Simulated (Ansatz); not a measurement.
Computed with Ansatz.

A structure relaxed at PBE0-D4/def2-TZVP, charge 0, multiplicity 1:

```xyz
8

N    -1.256   -1.019    0.370
Ga   -0.040    0.024   -0.464
N     1.310    0.986    0.253
F    -0.192    0.116   -2.214
H    -1.804   -1.665   -0.174
H    -1.109   -1.356    1.306
H     1.328    1.223    1.230
H     1.762    1.690   -0.307
```

(1) Give its formula and SMILES.

(2) Point group (tolerance 0.08 Å, 0.16 Å for H)?

(3) Summarise the bond lengths by kind.

## Answers

(1) FGaH4N2, `[NH2][Ga]([NH2])[F]`.

(2) C2.

(3) 2 × Ga–N 1.806 Å; 4 × H–N 1.006 to 1.007 Å; 1 × F–Ga 1.758 Å.
